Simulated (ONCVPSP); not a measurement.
**Configuration tests for oxygen (ONCV)**

- Element: oxygen (O)
- Generator: ONCVPSP 4.0.1
- Type: optimised norm-conserving Vanderbilt (ONCV)
- Functional: Wu-Cohen
- Relativity: scalar-relativistic
- Frozen core: [He]
- Valence charge: 6
- Reference configuration: 2s2 2p4
- Partial waves: 2s: rc 0.60 bohr, ncon 4, nbas 8, qcut 13.2 1/bohr, 2 projectors, debl 0.6 Ha; 2p: rc 1.60 bohr, ncon 5, nbas 10, qcut 10.4 1/bohr, 2 projectors, debl 3.7 Ha; d scattering state at 0.05 Ha: rc 1.35 bohr, ncon 3, nbas 7, qcut 7.6 1/bohr, 2 projectors, debl 1.6 Ha
- Local potential: polynomial inside 0.55 bohr (lpopt 5, dvloc0 0 Ha)
- Core correction: none

In the s channel the program set the typed energies aside and used -0.876, 0.250 Ha.

Energies are relative to the spin-unpolarised reference configuration 2s2 2p4; without spin polarisation the order of configurations can differ from experiment.

Task: Give the all-electron excitation energy and the error of the potential for: 2s2 2p3; 2s2 2p2; 2s2 2p1; 2s0 2p6.

Result:

```
valence configuration  charge  ΔE all-electron (eV)  error AE − PS (meV)
              2s2 2p3      +1                16.409                  +20
              2s2 2p2      +2                49.980                 +165
              2s2 2p1      +3               103.824                 +659
              2s0 2p6       0                29.725                  +48
```

Levels in the configuration 2s2 2p3:

| level | all-electron (eV) | pseudo (eV) |
| --- | --- | --- |
| 2s | -39.537 | -39.535 |
| 2p | -24.433 | -24.375 |

Note: ghosts flagged at negative energy: s at -412.0 eV; no localised positive-energy state flagged. A true bound ghost makes a file unfit for plane-wave use.
